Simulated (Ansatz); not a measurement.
Compare A (`C=C[SiH2][SiH2]F`) with its isomer B (`FC1C[SiH2][SiH2]1`).

Isolated molecules relaxed with PBE0-D4/def2-TZVP in Ansatz; ΔE leaves out vibrations. CCSD(T)/CBS adds triple-zeta CCSD(T) − MP2 to the extrapolated MP2 energy (def2 sets, frozen cores). DFT in def2-TZVPP. One conformer a species, not always the lowest.

(1) Which is lower in electronic energy at CCSD(T)/CBS, and by how much? (Best estimate.)

(2) Give E(B) − E(A) in kcal/mol with r2SCAN-D4, MP2/def2-TZVPP, HF/def2-TZVPP, B2PLYP, ωB97M-V, BLYP-D4, CCSD/def2-TZVPP. (Estimate.)

(3) Does the order hold for the free energy at 298.15 K (harmonic terms from PBE0-D4)? (An estimate is asked.)

Largest T1 diagnostic: 0.013.

Answers

(1) Ansatz gave: A, by 43.9 kcal/mol.

(2) The calculation gave: r2SCAN-D4 40.2, MP2/def2-TZVPP 43.3, HF/def2-TZVPP 51.8, B2PLYP 45.1, ωB97M-V 40.2, BLYP-D4 44.7, CCSD/def2-TZVPP 44.1. None reverses the order clearly.

(3) Computed: Yes: G(B) − G(A) = +46.5 kcal/mol, for one conformer each. Modes under 60 cm⁻¹, often nearly free rotors, make the harmonic entropy too high.

In def2-TZVPP, CCSD(T) changes the Hartree–Fock value by −8.6 kcal/mol (the triples alone add −0.9 kcal/mol) and MP2 by −8.5 kcal/mol. Leaving LDA and LC-ωPBE aside and taking each functional with its dispersion term where it has one, the values, not all of them listed here, spread over 8.4 kcal/mol, from PBE-D4 to BHLYP-D4. LDA lies −7.5 kcal/mol from PBE without D4.
